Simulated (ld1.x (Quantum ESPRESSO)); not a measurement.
Values are calculated unless marked as measured or tabulated.
Potentials for O (Z = 8) compared

Generated with ld1.x 7.5 (TM, RRKJ, ultrasoft, PAW), atompaw 4.2 or ONCVPSP 4.0.1. The cutoff is in Ry: for ld1.x and atompaw files where the sum of valence levels is converged to 10 mRy in a Bessel basis, for ONCV files where the hardest occupied wave has 1 mHa per electron of residual kinetic energy. The error is the largest all-electron minus pseudo excitation energy over each file’s own four to seven test configurations (ionisations up to +4, promotions, holes and added fractions of an electron), all of which were solved. The labels leave out finer settings (local radius, basis sizes, second energies), which also bear on the numbers. Spin-polarised tests are not counted. The rows are a selection from randomly drawn settings: files with unsolved tests, undetermined cutoffs or missed reference levels are left out.

| potential | cutoff (Ry) | largest error (meV) | bound ghosts |
| --- | --- | --- | --- |
| PAW, PBEsol, scalar-relativistic, rc 0.60/1.20 (sp), local smoothed, core correction yes, reference 2s2 2p1 | 100 | +30 | none |
| TM semilocal, PBE, non-relativistic, rc 0.90/1.80 (sp), local s, core correction yes, reference 2s2 2p3 | 80 | +990 | none |
| TM, PBE, scalar-relativistic, rc 0.90/1.05 (sp), local s, core correction yes, reference 2s2 2p4 | 110 | +794 | none |
| TM, PBE, non-relativistic, rc 0.60/1.00/1.00 (spd), local s, core correction yes, reference 2s2 2p3 | 200 | +441 | none |
| PAW, LDA (PZ), scalar-relativistic, rc 1.05/0.95 (sp), local smoothed, core correction yes, reference 2s2 2p4 | 80 | -11 | none |
| RRKJ, PBEsol, scalar-relativistic, rc 0.60/1.50/1.50 (spd), local s, core correction yes, reference 2s2 2p2 | 200 | +1375 | none |

(1) Fill in the row for O: PAW, LDA (PZ), scalar-relativistic, rc 0.75/1.15/1.15 (spd), local smoothed, core correction yes, reference 2s1 2p5.

(2) Fill in the row for O: TM, LDA (PZ), non-relativistic, rc 0.95/1.10 (sp), local p, core correction yes, reference 2s2 2p3.

(3) Fill in the row for O: TM, LDA (PZ), non-relativistic, rc 0.75/1.60 (sp), local smoothed, core correction yes, reference 2s2 2p3.

Answers

(1) cutoff 55 Ry, largest error -7.3 meV, bound ghosts: none.

(2) cutoff 100 Ry, largest error +824 meV, bound ghosts: none.

(3) cutoff 80 Ry, largest error +609 meV, bound ghosts: none.
